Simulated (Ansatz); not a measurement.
Computed with Ansatz on PBE0-D4/def2-TZVP structures; ΔE is electronic, products minus reactants. CBS: MP2 limit from def2 TZ/QZ plus the TZ coupled-cluster correction, frozen cores. This one scheme is used for every species. Functionals use def2-TZVPP. Each species was taken in one conformer, which may not be the lowest.

Reaction (hydrogenolysis of the Si–O bond): `N[SiH](N)O` + H₂ → `N[SiH2]N` + H₂O

```
        level  ΔE (kJ/mol)
   r2SCAN0-D4        102.0
HF/def2-QZVPP         91.6
```

Problem. What does CCSD(T)/CBS give? (Best estimate.)

Solution. Computed: +97.9 kJ/mol. The listed levels differ from it by 4.1, -6.3 kJ/mol.

Largest T1 diagnostic among the species: 0.010.

At CCSD(T), def2-SVP lies −12.5 kJ/mol from the extrapolated value and def2-TZVPP +0.8 kJ/mol. Leaving LDA and LC-ωPBE aside and taking each functional with its dispersion term where it has one, the values, not all of them listed here, spread over 11.5 kJ/mol, from HSE06-D4 to r2SCAN-D4. LDA lies +8.8 kJ/mol from PBE without D4.
